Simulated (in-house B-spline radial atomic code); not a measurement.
Atomic self-consistent-field run: Cr³⁺. Method: non-relativistic Hartree-Fock, average of configuration, point nucleus, inside a hard spherical wall at 5.14 bohr. Calculated with a radial B-spline atomic code at the basis-set limit.

Command:
```bash
python run_scf.py task.json out
```
Settings:
```
Z                24
configuration    [Ne] 3s2 3p5 3d4
hamiltonian      nr
method           hf
spin_polarised   False
wall_radius      5.14
```

Output (hartree, bohr):
```
 radial grid: 42 intervals, B-splines of order 8, outer radius 5.14 bohr

 iter        energy (Eh)    residual
    1      -1028.3059431    5.80e-01
    2      -1036.8780824    3.36e-01
    3      -1039.3737043    9.21e-02
    4      -1039.6372985    2.23e-02
    5      -1039.6529310    1.47e-02
    6      -1039.6585562    2.33e-03
    7      -1039.6586452    2.60e-04
    8      -1039.6586461    4.39e-05
    9      -1039.6586461    5.70e-07
   10      -1039.6586461    7.40e-09

 total energy                    -1039.658646
 kinetic                           1039.66125
 electron-nucleus                 -2441.41367
 electron-electron                  362.09378

 orbital      occ     eigenvalue          <r>       <r^2>       <1/r>       r_max
 1s         2.000     -222.11535    0.0641412  0.00551868     23.5285     0.04226
 2s         2.000      -27.87997     0.293846    0.101855      5.0164      0.2451
 2p         6.000      -23.81273     0.260276   0.0832399     4.92968      0.1988
 3s         2.000       -4.77543     0.894152    0.918025      1.5597      0.7777
 3p         5.000       -3.59015     0.939559     1.03164     1.44787      0.7943
 3d         4.000       -1.79905      1.08582     1.45588     1.17477      0.7947

 Slater integrals (Eh)
   F0(3p,3p)                     0.960708
   F2(3p,3p)                     0.485272
   F0(3p,3d)                     0.895793
   F2(3p,3d)                     0.431692
   G1(3p,3d)                     0.536055
   G3(3p,3d)                     0.326718
   F0(3d,3d)                     0.843930
   F2(3d,3d)                     0.399883
   F4(3d,3d)                     0.250701
```

Time taken, with all properties: 0.09 s on 1 thread of Arm Neoverse V1, on a shared host.
